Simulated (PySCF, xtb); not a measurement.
Cl3OSi, SMILES [O][Si](Cl)(Cl)Cl (connectivity only; charge and spin as stated), charge -1, multiplicity 1.

Harmonic wavenumbers (cm⁻¹) from GFN2-xTB run with xtb at its own minimum, in rising order: 130, 130, 189, 243, 243, 379, 406, 406, 1325.

Task: What does B3LYP-D3(BJ)/def2-SVPD in PySCF 2.14.0 give at its own minimum? (An estimate is asked for; the answer gives what the named calculation found.)

Result: 151, 151, 217, 270, 270, 408, 480, 480, 1153. Paired by order, the mean absolute difference is 53 cm⁻¹ and the zero-point energies are 4.9 and 5.1 kcal/mol.
